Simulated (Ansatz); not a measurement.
`FC[SiH2]CI` + H–F → `FCI` + `FC[SiH3]`  (substitution at a C–Si bond)

Calculated with Ansatz (gas phase, PBE0-D4/def2-TZVP geometries, no zero-point term in ΔE). CCSD(T)/CBS is the MP2 limit (def2-TZVPP, def2-QZVPP) plus CCSD(T) − MP2 in def2-TZVPP, frozen cores. This one scheme is used for every species. DFT in def2-TZVPP. B3LYP here is the variant with VWN-RPA as its local correlation; programs differ in this. Elements past krypton have def2 core potentials. For I outer-core shells are correlated without core-valence functions, which leaves a few kJ/mol of doubt a bond. One conformer a species, not always the lowest.

Is it downhill or uphill in electronic energy at CCSD(T)/CBS, and by how much? (An estimate is asked.)

The calculation gave: Uphill: ΔE = +26.1 kcal/mol.

What do these levels give: B3LYP-D4, PBE, r2SCAN, SCS-MP2/def2-TZVPP, CCSD(T)/def2-TZVPP, SCS-MP2/def2-QZVPP? (Best estimate.)

Computed: B3LYP-D4 21.0, PBE 19.0, r2SCAN 20.6, SCS-MP2/def2-TZVPP 24.5, CCSD(T)/def2-TZVPP 24.5, SCS-MP2/def2-QZVPP 25.5 kcal/mol.

Largest T1 diagnostic among the species: 0.011.

From PBE to PBE0 (25 % exact exchange), in def2-TZVPP and without D4, ΔE moves by +2.0 kcal/mol. In def2-TZVPP, CCSD(T) changes the Hartree–Fock value by +6.8 kcal/mol (the triples alone add +0.6 kcal/mol) and MP2 by +10.0 kcal/mol. The D4 term adds +3.4 kcal/mol with B3LYP and +1.9 kcal/mol with PBE0; it sums over pairs of atoms, weighted by their polarisabilities, and B3LYP, whose exchange is more repulsive, gets the larger term.
